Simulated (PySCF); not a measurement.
**Exercise with solution: dipole moment from atomic charges**

W(S)(F)2(OH)2 (F₂H₂O₂SW), SMILES [OH][W]([OH])([F])([F])=[S], multiplicity 1. Atoms are numbered in the order given.

```xyz
8

W     -0.1143     0.0539     0.0000
S      1.9833    -0.3042     0.0000
F     -0.2659     1.9155     0.0000
F     -0.8691    -1.7012     0.0000
O     -0.6697     0.0195     1.8035
H     -1.1719    -0.6804     2.2426
O     -0.6697     0.0195    -1.8035
H     -1.1719    -0.6804    -2.2426
```
Charge 0, spin multiplicity 1.

Geometry optimised at B3LYP-D3(BJ)/def2-SVP. The spin state was assumed, not searched. The structure was generated by enumeration; whether it is a known compound was not checked. The def2 effective core potentials stand for the cores of W; spin–orbit coupling is left out. Other conformers were not sampled.

Charges (e) from PBE/def2-TZVP (PySCF):

```json
[
 {"atom": "W1", "ESP fit": "1.084", "Mulliken": "1.267"},
 {"atom": "S2", "ESP fit": "-0.218", "Mulliken": "-0.257"},
 {"atom": "F3", "ESP fit": "-0.206", "Mulliken": "-0.297"},
 {"atom": "F4", "ESP fit": "-0.352", "Mulliken": "-0.370"},
 {"atom": "O5", "ESP fit": "-0.609", "Mulliken": "-0.517"},
 {"atom": "H6", "ESP fit": "0.455", "Mulliken": "0.346"},
 {"atom": "O7", "ESP fit": "-0.609", "Mulliken": "-0.517"},
 {"atom": "H8", "ESP fit": "0.455", "Mulliken": "0.346"}
]
```

The dipole moment of the full density is 2.58 D.

Task: What dipole moment does each set of point charges give, and which comes closer to that of the density?

Result: 
μ = Σ q r, and 1 e Å = 4.8032 D.
ESP fit: Σ q r = (-0.446, -0.314, 0.000) e Å, |μ| = 2.62 D.
Mulliken: Σ q r = (-0.372, -0.284, 0.000) e Å, |μ| = 2.25 D.
ESP fit comes closer in size. Point charges leave out the atoms' own dipoles (lone pairs, polarised bonds); fits to the potential absorb them, partitions of the density don't.
